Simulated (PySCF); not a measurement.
From a raw peak list to a structure

Formula C$_{6}$H$_{5}$F$_{2}$N. The spectrum was simulated from the full spin Hamiltonian at 500 MHz with 1.2 Hz Lorentzian lines, from shifts rounded to 0.01 ppm and J to 0.1 Hz, couplings under 1 Hz left out.

Maxima in Hz from TMS (height), grouped by integral:
1H: 4373.9 (38), 4372.8 (53), 4371.7 (40), 4368.4 (39), 4367.2 (54), 4366.2 (39)
1H: 3989.8 (22), 3988.4 (22), 3981.1 (50), 3979.8 (46), 3972.9 (38), 3971.4 (38)
1H: 3949.2 (79), 3948.5 (80), 3940.5 (49), 3939.7 (48)
1H: 3686.8 (33), 3681.2 (36), 3680.2 (30), 3679.8 (30), 3678.6 (35), 3673.1 (31)
1H: 3373.0 (50), 3310.0 (100), 3247.0 (50)

- coordinates at the PBE0-D3(BJ)/def2-SVP level
- J: B3LYP/pcJ-1 (spin–dipole term only in couplings to heteroatoms)
- NMR shieldings at PBE0/pcSseg-1/GIAO
- code: PySCF 2.14
- non-relativistic Hamiltonian, no solvent model, single conformer, averaged over atoms made equivalent by symmetry, fast rotation or ring inversion

References, each an isolated molecule treated in the same way: ¹H against TMS.

(1) Analyse the multiplets.

(2) What is the compound?

## Answers

(1) ¹H NMR (500 MHz, computed): δ 8.74 (dt, J = 5.5, 1.3 Hz, 1H), 7.96 (m, 1H), 7.89 (m, 1H), 7.36 (m, 1H), 6.62 (t, J = 63.0 Hz, 1H). These are first-order names from the parameters used; overlap and second-order distortion can hide them in the list.

(2) SMILES FC(F)c1ccccn1.

Atom-mapped SMILES (the numbers label the heavy atoms): `[F:1][CH:2]([F:3])[c:4]1[cH:5][cH:6][cH:7][cH:8][n:9]1`. Hydrogens are named by the atom that carries them.

- δ 8.74: H(C8), hydrogen on an aromatic CH next to a ring nitrogen, coupled to H(C7) (5.5 Hz), H(C6) and H(C5) (1.3 Hz).
- δ 7.96: H(C6), hydrogen on an aromatic CH, coupled to H(C5) and H(C7) (8.5 Hz), H(C8) (1.5 Hz).
- δ 7.89: H(C5), hydrogen on an aromatic CH, coupled to H(C6) (8.8 Hz), H(C8) (1.0 Hz).
- δ 7.36: H(C7), hydrogen on an aromatic CH, coupled to H(C6) (8.3 Hz), H(C8) (5.5 Hz), F1/F3 (1.0 Hz).
- δ 6.62: H(C2), hydrogen on an sp3 CH bonded to 2 F, on an aromatic ring, coupled to F1/F3 (63.0 Hz).

The data come from this structure; uniqueness wasn't tested.

Multiplet labels drop couplings under 1 Hz and merge nearly equal ones. Unscaled 3J(H,H) at this level run about 10 % above measured values.
